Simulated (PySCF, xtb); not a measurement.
C2H9NSi3, SMILES [SiH3][Si@H]1CN=C[SiH2]1.

GFN2-xTB (xtb) at its own geometry gives an orbital gap of 2.39 eV and a dipole moment of 1.67 D.

Geometry: B3LYP-D3(BJ)/def2-SVP. The structure was generated by enumeration; whether it is a known compound was not checked. Other conformers were not sampled.

**Question.** What does PBE/def2-TZVP (PySCF) give? (An estimate is asked for; the answer gives what the named calculation found.)

**Answer.** gap 3.39 eV (levels -5.48 and -2.09 eV), dipole 0.56 D.
